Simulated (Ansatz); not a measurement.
## A geometry optimisation of CH6AlSSi+ with B3LYP-D3(BJ)/def2-SVP

The starting geometry of this gas-phase singlet was optimised with GFN2-xTB.

```tsv
atom	x (Å)	y (Å)	z (Å)
C	-0.2652	2.6504	0.9699
Al	3.7049	2.6952	0.2853
S	2.4152	1.2662	-0.8880
Si	0.4144	1.4645	-0.3205
H	-0.0553	3.6890	0.7008
H	0.1951	2.4761	1.9463
H	-1.3454	2.5531	1.0926
H	-0.3802	0.5362	-1.0992
H	2.9751	3.5785	1.2983
H	5.2020	2.6712	-0.0174
```

Predict what it relaxes into with B3LYP-D3(BJ)/def2-SVP.

It keeps its bonds.

The energy falls by 0.16 eV over 34 steps:

```tsv
step	E − E(last) (eV)
1	0.165
5	0.019
8	0.019
12	0.018
16	0.017
19	0.013
23	0.004
27	0.000
30	0.000
34	0.000
```

Final geometry (Å):

```
atom    x (Å)   y (Å)    z (Å)
   C  -0.2276  2.6878   0.9148
  Al   3.7454  2.6083   0.4650
   S   2.4101  1.3095  -0.9205
  Si   0.4611  1.6048  -0.4010
   H  -0.9312  3.3991   0.4442
   H   0.5351  3.2390   1.4806
   H  -0.8229  2.0602   1.6034
   H  -0.4871  0.8220  -1.2205
   H   2.9316  3.4435   1.5093
   H   5.2460  2.4065   0.0927
```

No frequencies were run, so the end isn't proven a minimum. Run with Ansatz 0.2.0, 70 s on 2 threads of Arm Neoverse V1 (shared host).
